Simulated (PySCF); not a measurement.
Bond stretch in AsH, triplet.

Level of theory: CCSD(T) on UHF/def2-TZVP, 9 core orbitals frozen in PySCF.

Q: Relative to R = 1.53 Å, what are the energies at R = 1.30, 1.62, 1.80, 1.91 Å?

A: 15.6 kcal/mol at 1.30 Å, 1.4 kcal/mol at 1.62 Å, 9.7 kcal/mol at 1.80 Å, 16.4 kcal/mol at 1.91 Å.

The scan ran from 1.24 to 6.20 Å; beyond the distances shown one of the unrestricted levels run for this scan, shown here or not, changes its spin distribution in one step.
